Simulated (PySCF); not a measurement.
Species: methyl selenocyanate, C2H3NSe.
Cartesian coordinates in Å at the PBE0-D3(BJ)/def2-SVP level; atoms count from 1:
```
atom  x, y, z in Å
C1    -1.023   -0.008    0.084
Se2    0.452   -1.268    0.279
C3     1.801   -0.032    0.191
N4     2.684    0.722    0.139
H5    -0.965    0.492   -0.890
H6    -1.936   -0.616    0.140
H7    -1.006    0.719    0.904
```

Computed, not measured: core-valence-separated Tamm–Dancoff BHandHLYP/aug-pcX-1 (pcseg-1 on H, def2-SVPD on Se) in PySCF, non-relativistic, gas phase, PBE0-D3(BJ)/def2-SVP geometry. Absolute energies from this functional tend to lie a few eV below measured edges; no shift was applied.

The lowest roots of each edge with f over 0.003 (five at most, numbered afresh; weaker and dark ones are left out), with transition dipoles (au) in the frame of the coordinates:

| root | edge | E (eV) | f | μx | μy | μz |
| --- | --- | --- | --- | --- | --- | --- |
| 1 | C | 283.88 | 0.0518 | 0.0622 | -0.0591 | 0.0092 |
| 2 | C | 284.26 | 0.0524 | -0.0671 | 0.0542 | -0.0087 |
| 3 | C | 284.38 | 0.0661 | 0.0035 | -0.0113 | -0.0966 |
| 4 | C | 285.34 | 0.0246 | 0.0282 | 0.0519 | -0.0051 |
| 5 | C | 286.39 | 0.0118 | -0.0403 | 0.0077 | -0.0021 |
| 6 | N | 396.61 | 0.0636 | -0.0541 | 0.0595 | -0.0089 |
| 7 | N | 397.62 | 0.0603 | 0.0028 | -0.0091 | -0.0782 |
| 8 | N | 400.37 | 0.0072 | -0.0157 | -0.0220 | 0.0020 |
| 9 | N | 401.75 | 0.0038 | 0.0157 | 0.0117 | -0.0008 |

**Question.** Molecules are fixed in this frame and the field points along x. What effective strengths 3 f cos²θ do the roots have (θ between field and μ)?

**Answer.** root 1 (C3): 0.081, root 2 (C1): 0.094, root 3 (C3): 0.000, root 4 (C3): 0.017, root 5 (C1): 0.034, root 6 (N4): 0.085, root 7 (N4): 0.000, root 8 (N4): 0.007, root 9 (N4): 0.007. Averaged over all orientations cos²θ is 1/3, which gives f back.

 The BHandHLYP/aug-pcX-1 (pcseg-1 on H, def2-SVPD on Se) calculation is non-relativistic and has no spin–orbit coupling, an omission that weighs most on selenium.

On Intel Xeon 6975P-C, one thread, shared host with 96 logical CPUs at a one-minute load of 17, this took 4.6 s of wall time and 0.67 GiB of memory at its peak.
